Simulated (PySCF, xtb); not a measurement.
dimethyl selenide (C2H6Se), SMILES C[Se]C.

Harmonic wavenumbers (cm⁻¹) from GFN2-xTB run with xtb 6.7.1 at its own minimum, in rising order: 140, 152, 206, 571, 577, 830, 869, 898, 919, 1284, 1288, 1431, 1433, 1438, 1439, 3001, 3001, 3008, 3009, 3035, 3040.

Question: What does PySCF 2.14.0 with PBE-D3(BJ)/def2-SVP give at its own minimum? (Estimate from the structure and the level; the computed values follow.)

Answer: 150, 155, 210, 586, 598, 823, 858, 890, 939, 1233, 1257, 1381, 1389, 1395, 1402, 2975, 2979, 3081, 3088, 3099, 3100. Paired by order, the mean absolute difference is 32 cm⁻¹ and the zero-point energies are 45.1 and 45.2 kcal/mol.
